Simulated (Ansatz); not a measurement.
Ansatz (an electronic-structure program) input (B3LYP-D3(BJ)/def2-TZVP):

Ansatz 0.2 input:
```yaml
crystal:
  periodic: [false, false, false]
  atoms:
    - {symbol: B, position_ang: [-0.00000000, -0.00000000, -1.12599825]}
    - {symbol: Cl, position_ang: [0.00000000, 0.00000000, 0.46627717]}
    - {symbol: H, position_ang: [-0.00000000, -0.00000000, -2.29672064]}
basis:
  gaussian:
    orbitals: def2-TZVP
hamiltonian:
  xc: b3lyp
  dispersion: d3bj
total_charge: 1
phonons: {temperatures: {t_min: 298.15, t_max: 298.15, t_step: 100}}
```

Output:

```
Functional definition: B3LYP
integrals: 0.01 GiB planned
476 factors; their error is unknown
mean field: 0.15 GiB planned
mean field evaluation 1: about -13205.3285 eV, gradient 3.0e1 eV
mean field evaluation 2: about -13205.6773 eV, gradient 2.8e1 eV
mean field evaluation 4: about -13207.1838 eV, gradient 1.6e0 eV
mean field evaluation 8: about -13207.1898 eV, gradient 2.0e-2 eV
mean field evaluation 16: about -13207.2164 eV, gradient 2.8e-5 eV
mean field -13207.21643157 eV, -485.3562516873 hartree, gradient 2.8e-5 eV, S^2 0.000000; 0 other end points of the search recorded, 0 dependent functions left out
the calculation of the forces begins
reference -13207.21660941 eV, -485.3562582229 hartree; 11, 11 occupied and 63, 63 virtual orbitals, 476 factors
these checks for a lower state are left out or cut short: stability, starts, cluster_reference, orbital_swaps, neighbouring_geometries, increment
integrals: 0.01 GiB planned
476 factors; their error is unknown
mean field: 0.15 GiB planned
mean field -13207.21641782 eV, -485.3562511820 hartree, gradient 1.8e-6 eV, S^2 0.000000; 0 other end points of the search recorded, 0 dependent functions left out
the calculation of the forces begins
reference -13207.21659566 eV, -485.3562577176 hartree; 11, 11 occupied and 63, 63 virtual orbitals, 476 factors
these checks for a lower state are left out or cut short: stability, starts, cluster_reference, orbital_swaps, neighbouring_geometries, increment
integrals: 0.01 GiB planned
476 factors; their error is unknown
mean field: 0.15 GiB planned
mean field -13207.21641782 eV, -485.3562511820 hartree, gradient 1.8e-6 eV, S^2 0.000000; 0 other end points of the search recorded, 0 dependent functions left out
the calculation of the forces begins
reference -13207.21659566 eV, -485.3562577176 hartree; 11, 11 occupied and 63, 63 virtual orbitals, 476 factors
these checks for a lower state are left out or cut short: stability, starts, cluster_reference, orbital_swaps, neighbouring_geometries, increment
integrals: 0.01 GiB planned
476 factors; their error is unknown
mean field: 0.15 GiB planned
mean field evaluation 32: about -13207.2164 eV, gradient 9.9e-2 eV
mean field -13207.21641782 eV, -485.3562511820 hartree, gradient 1.8e-6 eV, S^2 0.000000; 0 other end points of the search recorded, 0 dependent functions left out
the calculation of the forces begins
reference -13207.21659566 eV, -485.3562577176 hartree; 11, 11 occupied and 63, 63 virtual orbitals, 476 factors
these checks for a lower state are left out or cut short: stability, starts, cluster_reference, orbital_swaps, neighbouring_geometries, increment
integrals: 0.01 GiB planned
476 factors; their error is unknown
mean field: 0.15 GiB planned
mean field -13207.21641782 eV, -485.3562511820 hartree, gradient 1.8e-6 eV, S^2 0.000000; 0 other end points of the search recorded, 0 dependent functions left out
the calculation of the forces begins
reference -13207.21659566 eV, -485.3562577176 hartree; 11, 11 occupied and 63, 63 virtual orbitals, 476 factors
these checks for a lower state are left out or cut short: stability, starts, cluster_reference, orbital_swaps, neighbouring_geometries, increment
integrals: 0.01 GiB planned
476 factors; their error is unknown
mean field: 0.15 GiB planned
mean field -13207.21620315 eV, -485.3562432931 hartree, gradient 2.5e-6 eV, S^2 0.000000; 0 other end points of the search recorded, 0 dependent functions left out
the calculation of the forces begins
reference -13207.21638102 eV, -485.3562498296 hartree; 11, 11 occupied and 63, 63 virtual orbitals, 476 factors
these checks for a lower state are left out or cut short: stability, starts, cluster_reference, orbital_swaps, neighbouring_geometries, increment
integrals: 0.01 GiB planned
476 factors; their error is unknown
mean field: 0.15 GiB planned
mean field -13207.21621624 eV, -485.3562437740 hartree, gradient 2.4e-6 eV, S^2 0.000000; 0 other end points of the search recorded, 0 dependent functions left out
the calculation of the forces begins
reference -13207.21639405 eV, -485.3562503086 hartree; 11, 11 occupied and 63, 63 virtual orbitals, 476 factors
these checks for a lower state are left out or cut short: stability, starts, cluster_reference, orbital_swaps, neighbouring_geometries, increment
integrals: 0.01 GiB planned
476 factors; their error is unknown
mean field: 0.15 GiB planned
mean field evaluation 64: about -13207.2164 eV, gradient 1.3e-4 eV
mean field -13207.21642911 eV, -485.3562515969 hartree, gradient 1.4e-6 eV, S^2 0.000000; 0 other end points of the search recorded, 0 dependent functions left out
the calculation of the forces begins
reference -13207.21660695 eV, -485.3562581325 hartree; 11, 11 occupied and 63, 63 virtual orbitals, 476 factors
these checks for a lower state are left out or cut short: stability, starts, cluster_reference, orbital_swaps, neighbouring_geometries, increment
integrals: 0.01 GiB planned
476 factors; their error is unknown
mean field: 0.15 GiB planned
mean field -13207.21642911 eV, -485.3562515969 hartree, gradient 1.4e-6 eV, S^2 0.000000; 0 other end points of the search recorded, 0 dependent functions left out
the calculation of the forces begins
reference -13207.21660695 eV, -485.3562581325 hartree; 11, 11 occupied and 63, 63 virtual orbitals, 476 factors
these checks for a lower state are left out or cut short: stability, starts, cluster_reference, orbital_swaps, neighbouring_geometries, increment
integrals: 0.01 GiB planned
476 factors; their error is unknown
mean field: 0.15 GiB planned
mean field -13207.21642911 eV, -485.3562515969 hartree, gradient 1.4e-6 eV, S^2 0.000000; 0 other end points of the search recorded, 0 dependent functions left out
the calculation of the forces begins
reference -13207.21660695 eV, -485.3562581325 hartree; 11, 11 occupied and 63, 63 virtual orbitals, 476 factors
these checks for a lower state are left out or cut short: stability, starts, cluster_reference, orbital_swaps, neighbouring_geometries, increment
integrals: 0.01 GiB planned
476 factors; their error is unknown
mean field: 0.15 GiB planned
mean field -13207.21642911 eV, -485.3562515969 hartree, gradient 1.4e-6 eV, S^2 0.000000; 0 other end points of the search recorded, 0 dependent functions left out
the calculation of the forces begins
reference -13207.21660695 eV, -485.3562581325 hartree; 11, 11 occupied and 63, 63 virtual orbitals, 476 factors
these checks for a lower state are left out or cut short: stability, starts, cluster_reference, orbital_swaps, neighbouring_geometries, increment
integrals: 0.01 GiB planned
476 factors; their error is unknown
mean field: 0.15 GiB planned
mean field evaluation 96: about -13207.2163 eV, gradient 2.5e-6 eV
mean field -13207.21631661 eV, -485.3562474628 hartree, gradient 2.5e-6 eV, S^2 0.000000; 0 other end points of the search recorded, 0 dependent functions left out
the calculation of the forces begins
reference -13207.21649454 eV, -485.3562540017 hartree; 11, 11 occupied and 63, 63 virtual orbitals, 476 factors
these checks for a lower state are left out or cut short: stability, starts, cluster_reference, orbital_swaps, neighbouring_geometries, increment
integrals: 0.01 GiB planned
476 factors; their error is unknown
mean field: 0.15 GiB planned
mean field -13207.21628113 eV, -485.3562461589 hartree, gradient 1.8e-6 eV, S^2 0.000000; 0 other end points of the search recorded, 0 dependent functions left out
the calculation of the forces begins
reference -13207.21645889 eV, -485.3562526912 hartree; 11, 11 occupied and 63, 63 virtual orbitals, 476 factors
these checks for a lower state are left out or cut short: stability, starts, cluster_reference, orbital_swaps, neighbouring_geometries, increment
integrals: 0.01 GiB planned
476 factors; their error is unknown
mean field: 0.15 GiB planned
mean field -13207.21642701 eV, -485.3562515196 hartree, gradient 2.2e-6 eV, S^2 0.000000; 0 other end points of the search recorded, 0 dependent functions left out
the calculation of the forces begins
reference -13207.21660485 eV, -485.3562580552 hartree; 11, 11 occupied and 63, 63 virtual orbitals, 476 factors
these checks for a lower state are left out or cut short: stability, starts, cluster_reference, orbital_swaps, neighbouring_geometries, increment
integrals: 0.01 GiB planned
476 factors; their error is unknown
mean field: 0.15 GiB planned
mean field -13207.21642701 eV, -485.3562515196 hartree, gradient 2.2e-6 eV, S^2 0.000000; 0 other end points of the search recorded, 0 dependent functions left out
the calculation of the forces begins
reference -13207.21660485 eV, -485.3562580552 hartree; 11, 11 occupied and 63, 63 virtual orbitals, 476 factors
these checks for a lower state are left out or cut short: stability, starts, cluster_reference, orbital_swaps, neighbouring_geometries, increment
integrals: 0.01 GiB planned
476 factors; their error is unknown
mean field: 0.15 GiB planned
mean field -13207.21642701 eV, -485.3562515196 hartree, gradient 2.2e-6 eV, S^2 0.000000; 0 other end points of the search recorded, 0 dependent functions left out
the calculation of the forces begins
reference -13207.21660485 eV, -485.3562580552 hartree; 11, 11 occupied and 63, 63 virtual orbitals, 476 factors
these checks for a lower state are left out or cut short: stability, starts, cluster_reference, orbital_swaps, neighbouring_geometries, increment
integrals: 0.01 GiB planned
476 factors; their error is unknown
mean field: 0.15 GiB planned
mean field evaluation 128: about -13207.2164 eV, gradient 3.7e-4 eV
mean field -13207.21642701 eV, -485.3562515196 hartree, gradient 2.2e-6 eV, S^2 0.000000; 0 other end points of the search recorded, 0 dependent functions left out
the calculation of the forces begins
reference -13207.21660485 eV, -485.3562580552 hartree; 11, 11 occupied and 63, 63 virtual orbitals, 476 factors
these checks for a lower state are left out or cut short: stability, starts, cluster_reference, orbital_swaps, neighbouring_geometries, increment
integrals: 0.01 GiB planned
476 factors; their error is unknown
mean field: 0.15 GiB planned
mean field -13207.21633536 eV, -485.3562481517 hartree, gradient 8.8e-7 eV, S^2 0.000000; 0 other end points of the search recorded, 0 dependent functions left out
the calculation of the forces begins
reference -13207.21651309 eV, -485.3562546831 hartree; 11, 11 occupied and 63, 63 virtual orbitals, 476 factors
these checks for a lower state are left out or cut short: stability, starts, cluster_reference, orbital_swaps, neighbouring_geometries, increment
integrals: 0.01 GiB planned
476 factors; their error is unknown
mean field: 0.15 GiB planned
mean field -13207.21635774 eV, -485.3562489744 hartree, gradient 1.1e-6 eV, S^2 0.000000; 0 other end points of the search recorded, 0 dependent functions left out
the calculation of the forces begins
reference -13207.21653570 eV, -485.3562555141 hartree; 11, 11 occupied and 63, 63 virtual orbitals, 476 factors
Total energy: -13207.28346738 eV, -485.3587152079 hartree
Atom 0 at    -0.000000    -0.000000    -1.125998 Å, force    -0.000000    -0.000000    -0.000018 eV/Å
Atom 1 at     0.000000     0.000000     0.466277 Å, force     0.000000     0.000000    -0.000004 eV/Å
Atom 2 at    -0.000000    -0.000000    -2.296721 Å, force     0.000000     0.000000     0.000022 eV/Å
Dipole moment:    -0.000000    -0.000000    -0.623212 e Å
Vibrations: 714.75 714.75 1130.90 2859.08 cm⁻¹, zero-point energy 0.335965 eV
```
